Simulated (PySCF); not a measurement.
## Two probes of the same atoms: core binding energy and nuclear shielding

Compound: C₅H₁₁BS.
Z-matrix (Å and degrees, PBE0-D3(BJ)/def2-SVP geometry), rows numbered from 1:
```
C 
S   1  1.8062
C   2  1.7978  1  101.35
B   3  1.5742  2  115.90  1  -171.60
C   4  1.5635  3  106.81  2  -144.85
C   5  1.5353  4  104.97  3   -10.37
C   6  1.5308  5  104.94  4    29.91
H   1  1.0993  2  106.91  3   177.61
H   1  1.1013  2  111.28  3    59.28
H   1  1.1001  2  112.01  3   -63.74
H   3  1.1177  2  108.37  1   -61.12
H   4  1.2076  3  125.72  2    34.86
H   5  1.1141  4  101.55  3   103.81
H   5  1.1003  4  118.24  3  -141.63
H   6  1.1015  5  113.99  4   153.43
H   6  1.1042  5  109.35  4   -87.54
H   7  1.1015  3  113.62  2   -74.32
H   7  1.1041  3  108.22  2    44.33
```

Binding energies: delta-SCF UKS SCAN, pcX-2 on the ionised atom, pcseg-1 elsewhere, spin-free X2C in PySCF 2.14.0. Shieldings: GIAO KT2/pcSseg-1, non-relativistic, same geometry.

```
atom  C 1s (eV)
  C1     290.96
  C3     290.43
  C5     290.07
  C6     290.52
  C7     290.42
```

**Question.** What are the absolute isotropic shieldings of these atoms?

**Answer.** 
```json
{"atom": "C5", "environment": "sp3 carbon bound to boron", "C 1s (eV)": "290.07", "isotropic shielding (ppm)": "147.5"}
{"atom": "C7", "environment": "ring CH2 carbon", "C 1s (eV)": "290.42", "isotropic shielding (ppm)": "145.8"}
{"atom": "C3", "environment": "sp3 carbon bound to sulfur", "C 1s (eV)": "290.43", "isotropic shielding (ppm)": "125.4"}
{"atom": "C6", "environment": "ring CH2 carbon", "C 1s (eV)": "290.52", "isotropic shielding (ppm)": "153.9"}
{"atom": "C1", "environment": "S-methyl carbon", "C 1s (eV)": "290.96", "isotropic shielding (ppm)": "161.2"}
```

**Question.** Among the listed atoms, is the one with the highest binding energy also the least shielded?

**Answer.** No. The highest binding energy is at C1 (290.96 eV, shielding 161.2 ppm), the lowest shielding at C3 (125.4 ppm, 290.43 eV).

By binding energy: C5 < C7 ≈ C3 < C6 < C1. By shielding: C3 < C7 < C5 < C6 < C1.

Geometry: PBE0-D3(BJ)/def2-SVP, one conformer, isolated molecule.
